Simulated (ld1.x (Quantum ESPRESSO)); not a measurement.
u(r) = r·R(r): atom against pseudo-atom (Be)

Columns: radius, all-electron u(r) and pseudo u(r) of the 2s shell (level -13.70 eV) of beryllium in the configuration [He] 2s1 2p0; PBE, scalar-relativistic, PAW scheme, ld1.x (Quantum ESPRESSO) 7.5.

```tsv
r (bohr)	all-electron	pseudo
0.180	0.2880	-0.0993
0.360	0.2250	-0.1969
0.540	0.0513	-0.2909
0.720	-0.1393	-0.3796
0.900	-0.3099	-0.4609
1.080	-0.4473	-0.5328
1.260	-0.5505	-0.5932
1.440	-0.6236	-0.6405
1.620	-0.6684	-0.6728
1.800	-0.6888	-0.6892
1.980	-0.6888	-0.6888
2.160	-0.6730	-0.6730
2.340	-0.6455	-0.6455
2.520	-0.6098	-0.6098
2.700	-0.5690	-0.5690
2.880	-0.5257	-0.5257
3.060	-0.4817	-0.4817
3.240	-0.4382	-0.4382
3.420	-0.3963	-0.3963
3.600	-0.3566	-0.3566
3.780	-0.3193	-0.3193
3.960	-0.2847	-0.2847
4.140	-0.2530	-0.2530
4.320	-0.2239	-0.2239
4.500	-0.1976	-0.1976
4.680	-0.1739	-0.1739
```

Task: How many radial nodes do the two functions have?

Result: The all-electron 2s function has n − l − 1 = 1; the pseudo-wave has 0, since the states of the same l below it are removed with the core.

Task: At about which radius was the pseudo-wave matched?

Result: 1.95 bohr, where the columns begin to agree (steps of 0.18 bohr).

Task: Is the pseudo-wave norm-conserving?

Result: No, it belongs to a PAW set: the norm inside the radius is not constrained, and the difference is carried by the augmentation charge.
